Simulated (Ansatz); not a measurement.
`[SeH][SiH2]Br` → Br• + `[SiH2][SeH]`•  (homolysis of the Br–Si bond)

Computed with Ansatz on PBE0-D4/def2-TZVP structures; ΔE is electronic, products minus reactants. CCSD(T)/CBS is the MP2 limit (def2-TZVPP, def2-QZVPP) plus CCSD(T) − MP2 in def2-TZVPP, frozen cores. DFT in def2-TZVPP. No spin–orbit coupling; open shells (•) take unrestricted orbitals. Spin–orbit coupling would lower the free atoms: clearly for Br. Bonds to Br, Se are less sure, by a few kJ/mol each and by 10 to 20 or more in all where they break to atoms, as the def2 sets lack core-valence functions. Scalar relativity is left out up to krypton. Each species was taken in one conformer, which may not be the lowest.

```json
{"level": "PBE0-D4", "ΔE (kJ/mol)": "393.9"}
{"level": "PBE0", "ΔE (kJ/mol)": "388.2"}
{"level": "MP2/def2-SVP", "ΔE (kJ/mol)": "381.7"}
{"level": "CCSD/CBS(def2)", "ΔE (kJ/mol)": "404.4"}
```

Problem. What does CCSD(T)/CBS give? (Estimate.)

Solution. Ansatz gave: +413.5 kJ/mol. The listed levels differ from it by -19.6, -25.3, -31.8, -9.1 kJ/mol.

Largest T1 diagnostic among the species: 0.014.

In def2-TZVPP, CCSD(T) changes the Hartree–Fock value by +98.2 kJ/mol (the triples alone add +9.1 kJ/mol) and MP2 by +120.9 kJ/mol; breaking electron pairs costs correlation energy, which Hartree–Fock lacks. From BLYP to BHLYP (50 % exact exchange), in def2-TZVPP and without D4, ΔE moves by +9.3 kJ/mol. At CCSD(T), def2-SVP lies −50.6 kJ/mol from the extrapolated value and def2-TZVPP −22.8 kJ/mol: correlation converges slowly with the basis, and small sets miss more of it in the bonded molecule than in its fragments.

CCSD(T)/CBS has its own doubt, a few kJ/mol and more with outer-core shells, so smaller differences from it don't rank the levels.
